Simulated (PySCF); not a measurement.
Write Cartesian coordinates for `CSc1ccc(C(=O)F)cc1` as optimised with PBE0-D3(BJ)/def2-SVP.

```xyz
18
C8H7FOS angstrom
C      3.1740    1.1926    0.6710
S      2.3970   -0.2691    1.3722
C      0.7982   -0.2692    0.6566
C      0.3265    0.7062   -0.2357
C     -0.9591    0.6137   -0.7500
C     -1.7978   -0.4465   -0.3891
C     -3.1489   -0.4942   -0.9681
O     -3.6385    0.2778   -1.7263
F     -3.8470   -1.5631   -0.5443
C     -1.3291   -1.4207    0.5039
C     -0.0474   -1.3333    1.0199
H      3.2492    1.1278   -0.4241
H      4.1878    1.2158    1.0929
H      2.6494    2.1137    0.9634
H      0.9587    1.5427   -0.5334
H     -1.3361    1.3673   -1.4448
H     -1.9795   -2.2490    0.7881
H      0.3142   -2.0958    1.7141
```

Any rigid rotation of these coordinates is as good. Atoms count from 1 in this order. The 11 heavy atoms lie in one plane (0.007 Å rms). The 6-membered ring C3–C4–C5–C6–C10–C11 has internal angles of 119.2° to 120.7° (sum 720°, against 720° for a flat polygon); it is planar, 0.00 Å rms from its mean plane, widest ring torsion 0°. S2 (sulfide sulfur) is bent (angle 103.6°). The 2 C–S bonds span 1.752 Å (S2–C3, drawn single) to 1.798 Å (C1–S2, drawn single), a spread of 0.046 Å.

Bonds between heavy atoms (Å): C1–S2 1.798, S2–C3 1.752, C3–C4 1.404, C4–C5 1.388, C5–C6 1.399, C6–C7 1.471, C7=O8 1.188, C7–F9 1.345, C6–C10 1.402, C10–C11 1.384, C3–C11 1.407.

Level of theory: PySCF 2.14.0, PBE0-D3(BJ)/def2-SVP geometry optimisation, gas phase.

Point group: Cs (every atom within 0.08 Å of its image). No frequency check. One conformer, not necessarily the lowest (C1–S2–C3–C4 -1°, C5–C6–C7–O8 0°).
